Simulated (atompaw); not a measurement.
Before and after: PAW (atompaw) potential for Al

```
Element                 : Al
Generator               : atompaw 4.2.0.5
Type                    : PAW
Functional              : PBE
Relativity              : non-relativistic
Frozen core             : [Ne]
Valence charge          : 3
Reference configuration : 3s2 3p1
Partial waves           : 3s (bound): rc 2.40 bohr; 3s channel at 0.15 Ry: rc 2.40 bohr; 3p (bound): rc 2.60 bohr; 3p channel at 2.5 Ry: rc 2.85 bohr; 3d channel at -0.15 Ry: rc 2.85 bohr; 3d channel at 1.25 Ry: rc 2.85 bohr
Local potential         : vpsmatchnc scheme with l = 3 at 1 Ry, radius 2.50 bohr
Core correction         : smooth core density matched at 2.75 bohr
Augmentation charge     : sinc compensation charge, radius 2.40 bohr; PAW radius 2.85 bohr; waves and projectors: custom rrkj gramschmidtortho
```

All-electron outer shells of the reference configuration (PBE, non-relativistic, ld1.x):

```csv
shell,level (eV),outermost node (bohr),outermost maximum (bohr)
2p,-69.68,–,0.43
3s,-7.73,0.80,2.09
3p,-2.72,0.82,2.64
```

Change: wave 3p channel at 2.5 Ry: rc 2.85 bohr becomes 3p channel at -0.16 Ry: rc 2.85 bohr.

Cutoffs: the cutoffs (Ry, on a coarse ladder) from which the occupation-weighted sum of valence levels, in a spherical-Bessel basis at the reference potential, stays within 10 and 1 mRy of its value at 400 Ry; they do not see the model core or the augmentation charge, which bear on the density cutoff.

**Question.** What does the change do?

**Answer.** Both files are very soft, the changed one slightly softer (loose and tight cutoff 6 and 8 Ry → 6 and 6 Ry on this coarse ladder); the range in which the p phases agree narrows (upper end 3.3 → 0.3); neither file shows a bound ghost.

| quantity | base | changed |
| --- | --- | --- |
| cutoff, loose | 6 Ry | 6 Ry |
| cutoff, tight | 8 Ry | 6 Ry |
| bound ghosts | none | none |
| s: phases at 2.87 bohr within 0.05 rad from the reference energy up to (Ry; the scan ends near 5) | 2.3 | 2.3 |
| p: phases at 2.87 bohr within 0.05 rad from the reference energy up to (Ry; the scan ends near 5) | 3.3 | 0.3 |
| d: phases at 2.87 bohr within 0.05 rad from the reference energy up to (Ry; the scan ends near 5) | 2.5 | 2.5 |
| lowest overlap eigenvalue by channel | s 0.42, p 0.38, d 0.96 | s 0.42, p 0.27, d 0.96 |

 The cutoffs see the waves, projectors and local potential, not the compensation charge or the core.
